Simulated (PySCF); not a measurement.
# Broadened absorption spectrum of Nb(CH2)(SMe)3

Nb(CH2)(SMe)3, C₄H₁₁NbS₃ (singlet state).
Geometry (PBE0-D3(BJ)/def2-SVP, Å), atoms numbered from 1 in this order:
```xyz
19
C4H11NbS3 angstrom
Nb     0.2836   -0.4101    0.5376
C      0.0009    0.4945    2.1583
H      0.9643    1.0576    2.0182
H     -0.5258    0.7160    3.0917
S      2.5004   -1.1657    0.6059
C      2.5714   -1.8286   -1.0970
H      1.5717   -2.0568   -1.5000
H      3.1484   -2.7632   -1.0718
H      3.0700   -1.1037   -1.7546
S      0.0041    1.2032   -1.1541
C     -0.0467    2.8926   -0.4788
H     -0.7787    2.9553    0.3358
H     -0.3330    3.5764   -1.2900
H      0.9468    3.1778   -0.1072
S     -1.2325   -2.1753    0.1629
C     -2.8086   -1.2683   -0.0583
H     -3.1084   -0.7748    0.8754
H     -3.5714   -2.0106   -0.3293
H     -2.7193   -0.5227   -0.8602
```

Theory: TDDFT CAM-B3LYP/def2-SVPD, vertical, gas phase, core orbitals frozen in the response, def2 core potentials past Kr (PySCF 2.14.0, density-fitted response routines). Spin–orbit coupling is left out.

Computed states:

```json
{"state": "S1", "E (eV)": "3.22", "f": "0.0008"}
{"state": "S2", "E (eV)": "3.57", "f": "0.017"}
{"state": "S3", "E (eV)": "3.78", "f": "0.0060"}
{"state": "S4", "E (eV)": "4.02", "f": "0.017"}
{"state": "S5", "E (eV)": "4.11", "f": "0.043"}
{"state": "S6", "E (eV)": "4.33", "f": "0.010"}
{"state": "S7", "E (eV)": "4.37", "f": "0.046"}
{"state": "S8", "E (eV)": "4.58", "f": "0.015"}
{"state": "S9", "E (eV)": "4.69", "f": "0.0097"}
{"state": "S10", "E (eV)": "4.70", "f": "0.0060"}
```

Broadening: Gaussians 0.25 eV wide at half height, area fixed by f = 4.319×10⁻⁹ ∫ε dν̃. The width is an assumption, not a result. The curve ends short of the highest state used, and states not computed would add to its high-energy end.

**Question.** What does the envelope look like, and where are its maxima?

**Answer.** 
(λ (nm), ε (L mol⁻¹ cm⁻¹)): (302.1, 6300), (305.2, 6034), (308.3, 5227), (311.4, 4109), (314.5, 2987), (317.6, 2088), (320.7, 1497), (323.8, 1186), (326.9, 1080), (330.0, 1109), (333.1, 1230), (336.2, 1412), (339.3, 1617), (342.3, 1789), (345.4, 1882), (348.5, 1852), (351.6, 1694), (354.7, 1438), (357.8, 1135), (360.9, 838), (364.0, 584), (367.1, 391), (370.2, 261), (373.3, 181), (376.4, 138), (379.5, 117), (382.6, 106), (385.7, 98), (388.8, 90), (391.9, 79), (394.9, 67), (398.0, 54), (401.1, 42), (404.2, 31), (407.3, 22), (410.4, 15), (413.5, 10), (416.6, 6), (419.7, 4), (422.8, 2), (425.9, 1), (429.0, 1), (432.1, 0), (435.2, 0)

Maxima: 346 nm (3.58 eV), ε about 1900, made up of S2 (94%); 302 nm (4.10 eV), ε about 6300, made up of S4 (21%) and S5 (73%) (ε in L mol⁻¹ cm⁻¹; maxima over ε = 5, shares over 10%).

**Question.** What would ε be at 4.10 eV, the highest of these maxima, with half the width (0.125 eV)?

**Answer.** About 10200 L mol⁻¹ cm⁻¹ against 6300, a factor of about 1.6; a lone state at its own centre would give exactly 2.

**Question.** Does any computed singlet lie in the visible range?

**Answer.** S1 lies in the visible range (380 to 750 nm), at 385 nm, f = 0.0008; light of that wavelength is violet, and its complementary colour is yellow-green; a Tamm–Dancoff triplet lies at 470 nm, without intensity as long as spin–orbit coupling is left out.

**Question.** On this curve, what absorbance would a 10⁻⁴ mol/L sample give at 355 nm over a 1 cm path?

**Answer.** 355 nm is 3.493 eV, where ε is about 1400 L mol⁻¹ cm⁻¹, so A = ε c l ≈ 0.14 (Beer–Lambert, with the gas-phase spectrum and the assumed width).

Time: 5.6 min wall (with the writing of density and orbital grids); peak memory 1.8 GiB. Hardware: one thread of an Intel Xeon at 2.50 GHz (shared host).
